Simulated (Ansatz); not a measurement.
HISn (SMILES [SnH][I]) moved off its minimum; all values from Ansatz (an electronic-structure program), cores frozen in correlated methods. Elements past Kr take the def2 small-core potentials, without spin–orbit coupling.
(charge 0, multiplicity 1)
```xyz
3

Sn     0.47812     0.70214     1.08039
H      0.64897     2.21617    -0.12495
I     -0.36971    -0.82835    -0.93520
```

Forces at r2SCAN/def2-TZVPP (eV/Å):

```json
[
 {"atom": "Sn1", "Fx": "0.264", "Fy": "1.331", "Fz": "-0.514"},
 {"atom": "H2", "Fx": "-0.076", "Fy": "-0.937", "Fz": "0.890"},
 {"atom": "I3", "Fx": "-0.189", "Fy": "-0.394", "Fz": "-0.377"}
]
```

Give the forces (eV/Å), the total energy and the dipole at CCSD(T)/def2-TZVPPD.


```tsv
atom	Fx	Fy	Fz
Sn1	0.343	1.462	-0.312
H2	-0.069	-0.907	0.883
I3	-0.274	-0.554	-0.571
```
Energy -510.8907 hartree, dipole 2.07 D.
